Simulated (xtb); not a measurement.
xtb input (GFN2-xTB):

```bash
xtb mol.xyz --gfn 2 --sp --chrg -1 --uhf 0
```
mol.xyz:
```
6

B      0.76089046     0.10061924     0.00637154
C     -0.67712499    -0.08954219    -0.00567010
H      1.53824431    -0.77249955    -0.35005774
H      1.27861662     1.14499785     0.37364555
H     -1.16512551    -1.01227838    -0.32891878
H     -1.39343780     0.67393705     0.30749390
```

End of the output:

```
         :::::::::::::::::::::::::::::::::::::::::::::::::::::
         ::                     SUMMARY                     ::
         :::::::::::::::::::::::::::::::::::::::::::::::::::::
         :: total energy              -5.530572825520 Eh    ::
         :: gradient norm              0.024468293991 Eh/a0 ::
         :: HOMO-LUMO gap              4.974555385363 eV    ::
         ::.................................................::
         :: SCC energy                -5.607782443650 Eh    ::
         :: -> isotropic ES            0.169969119574 Eh    ::
         :: -> anisotropic ES          0.018528070074 Eh    ::
         :: -> anisotropic XC          0.002482649298 Eh    ::
         :: -> dispersion             -0.003297804864 Eh    ::
         :: repulsion energy           0.077209618130 Eh    ::
         :: add. restraining           0.000000000000 Eh    ::
         :: total charge              -1.000000000000 e     ::
         :::::::::::::::::::::::::::::::::::::::::::::::::::::

           -------------------------------------------------
          |                Property Printout                |
           -------------------------------------------------

    * Orbital Energies and Occupations

         #    Occupation            Energy/Eh            Energy/eV
      -------------------------------------------------------------
         1        2.0000           -0.2789797              -7.5914
         2        2.0000           -0.2175645              -5.9202
         3        2.0000           -0.1999141              -5.4399
         4        2.0000           -0.1474971              -4.0136
         5        2.0000           -0.1354816              -3.6866
         6        2.0000           -0.0545899              -1.4855 (HOMO)
         7                          0.1282216               3.4891 (LUMO)
         8                          0.4103003              11.1648
         9                          0.4182911              11.3823
        10                          0.5454010              14.8411
        11                          0.6658734              18.1193
        12                          0.8067030              21.9515
      -------------------------------------------------------------
                  HL-Gap            0.1828115 Eh            4.9746 eV
             Fermi-level            0.0368158 Eh            1.0018 eV

     #   Z          covCN         q      C6AA      α(0)
Note: The following floating-point exceptions are signalling: IEEE_DENORMAL
normal termination of xtb
     1   5 B        2.734     0.146    19.164     7.332
     2   6 C        2.755    -0.283    35.800     9.798
     3   1 H        0.914    -0.298    22.240     7.376
     4   1 H        0.914    -0.298    22.240     7.376
     5   1 H        0.924    -0.133     6.886     4.104
     6   1 H        0.924    -0.133     6.886     4.104

 Mol. C6AA /au·bohr⁶  :        626.499056
 Mol. C8AA /au·bohr⁸  :      12274.998063
 Mol. α(0) /au        :         40.090092

Wiberg/Mayer (AO) data.
largest (>0.10) Wiberg bond orders for each atom

 ---------------------------------------------------------------------------
     #   Z sym  total        # sym  WBO       # sym  WBO       # sym  WBO
 ---------------------------------------------------------------------------
     1   5 B    3.622 --     2 C    1.825     4 H    0.896     3 H    0.896
     2   6 C    3.775 --     1 B    1.825     6 H    0.972     5 H    0.972
     3   1 H    0.911 --     1 B    0.896
     4   1 H    0.911 --     1 B    0.896
     5   1 H    0.982 --     2 C    0.972
     6   1 H    0.982 --     2 C    0.972
 ---------------------------------------------------------------------------

Topologies differ in total number of bonds
Writing topology from bond orders to xtbtopo.mol

molecular dipole:
                 x           y           z       tot (Debye)
 q only:       -0.369      -0.049      -0.003
   full:       -0.396      -0.052      -0.003       1.016
molecular quadrupole (traceless):
                xx          xy          yy          xz          yz          zz
 q only:       -4.434      -0.644       0.446       0.127      -1.501       3.989
  q+dip:       -2.549      -0.394       0.426       0.055      -0.715       2.123
   full:       -3.349      -0.501       0.439       0.085      -1.044       2.909

           -------------------------------------------------
          | TOTAL ENERGY               -5.530572825520 Eh   |
          | GRADIENT NORM               0.024468293991 Eh/α |
          | HOMO-LUMO GAP               4.974555385363 eV   |
           -------------------------------------------------

------------------------------------------------------------------------
------------------------------------------------------------------------
 total:
 SCF:
```

It need not be the lowest isomer of its formula. Whether it binds its extra electron was not tested at this geometry.
